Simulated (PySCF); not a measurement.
Compound: C5H15FOSi2.
Atom-mapped SMILES: `[CH3:1][C:2]([CH3:3])([CH3:4])[Si@H:5]([CH2:6][F:7])[O:8][SiH3:9]` (hydrogens: H10, H11, H12 on C1; H13, H14, H15 on C3; H16, H17, H18 on C4; H19 on Si5; H20, H21 on C6; H22, H23, H24 on Si9)

Level of theory: PBE0-D3(BJ)/def2-SVP geometry optimisation, gas phase (PySCF).

(1) What internal coordinates does the optimisation give?

## Answers

(1) 
```tsv
bond	length (Å)
C1–C2, C2–C3, C2–C4	1.532
C2–Si5	1.893
Si5–C6	1.897
C6–F7	1.385
Si5–O8	1.664
O8–Si9	1.653
C1–H10 and 8 like bonds	1.103
Si5–H19	1.497
C6–H20	1.104
C6–H21	1.105
Si9–H22, Si9–H23, Si9–H24	1.493
```

Bonds in one row agree within 0.01 Å and their mean is given. A selection of angles:
```tsv
angle	degrees
C2–C1–H10	110.2
C2–C1–H11	112.2
H10–C1–H11	107.0
C1–C2–C3	110.1
C1–C2–Si5	108.8
C4–C2–Si5	108.3
C2–Si5–C6	112.0
C2–Si5–O8	111.7
C2–Si5–H19	109.4
C6–Si5–O8	103.8
C6–Si5–H19	110.3
O8–Si5–H19	109.6
Si5–C6–F7	110.9
Si5–C6–H20	111.0
Si5–C6–H21	109.9
F7–C6–H20	109.0
F7–C6–H21	109.0
H20–C6–H21	106.9
Si5–O8–Si9	150.5
O8–Si9–H22	110.7
O8–Si9–H23	108.7
H22–Si9–H23	109.4
```

Torsions: C1–C2–Si5–C6 172° (antiperiplanar); C2–Si5–C6–F7 54° (synclinal); C2–Si5–O8–Si9 -50° (synclinal).

All 3 C–C bonds measure 1.531 to 1.533 Å. Si5 (oxygen-bound silicon) is distorted tetrahedral (angles from 103.8° to 112.0°). Of the pairs four or more bonds apart, F7···H18 is among the closest relative to their van der Waals radii: 2.46 Å, 92 % of the sum of Bondi's values. Si9 (oxygen-bound silicon) is tetrahedral (angles from 108.7° to 110.7°).

Point group: C1 (no symmetry element, even within 0.4 Å). No frequency check. The numbers are those of one conformer.
